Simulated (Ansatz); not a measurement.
C$_{4}$H$_{11}$Ga, SMILES `C[C](C)(C)[GaH2]`. Charge 0, multiplicity 1.

Cartesian coordinates in Å:
```
C -0.447 -0.281 1.454
C -0.015 -0.038 0.014
C -0.434 1.371 -0.411
C -0.667 -1.060 -0.909
Ga 1.974 -0.078 -0.158
H 0.006 0.435 2.145
H -1.538 -0.185 1.548
H -0.182 -1.285 1.799
H -0.156 1.593 -1.447
H -0.001 2.146 0.230
H -1.527 1.475 -0.345
H -0.408 -2.087 -0.634
H -1.762 -0.978 -0.859
H -0.375 -0.915 -1.953
H 2.885 0.368 1.051
H 2.646 -0.481 -1.527
```

(1) List the harmonic frequencies (cm⁻¹, unscaled) at PBE0-D4/def2-TZVP in Ansatz. (An estimate is asked.)

(2) Is this a minimum?

(3) Give the ideal-gas thermochemistry at 298.15 K and 1 bar (rigid rotor, harmonic oscillator; point group Cs, symmetry number 1).

(4) And at 400, 500, 600, 800 and 1000 K?

Results:

(1) Ansatz gave: 42, 139, 184, 241, 265, 277, 279, 351, 362, 472, 530, 589, 748, 831, 955, 962, 964, 1020, 1035, 1207, 1222, 1233, 1388, 1392, 1418, 1471, 1472, 1473, 1495, 1497, 1500, 1932, 1937, 2998, 3001, 3005, 3065, 3075, 3077, 3094, 3106, 3107.

(2) Yes, all 42 modes are real.

(3) Zero-point energy 349.4 kJ/mol; H(298) − E = 374.4 kJ/mol; entropy 375.7 J/(mol·K), of which translation 169.5, rotation 114.2, vibration 92.0; G(298) − E = 262.4 kJ/mol. Modes under 100 cm⁻¹ are hindered rotations or soft bends, so the harmonic entropy is rough.

(4) 
| T (K) | H − E (kJ/mol) | S (J/mol/K) | G − E (kJ/mol) |
| --- | --- | --- | --- |
| 400 | 389.6 | 419.4 | 221.8 |
| 500 | 407.4 | 459.1 | 177.9 |
| 600 | 427.8 | 496.2 | 130.1 |
| 800 | 474.8 | 563.5 | 24.0 |
| 1000 | 528.2 | 623.0 | -94.8 |
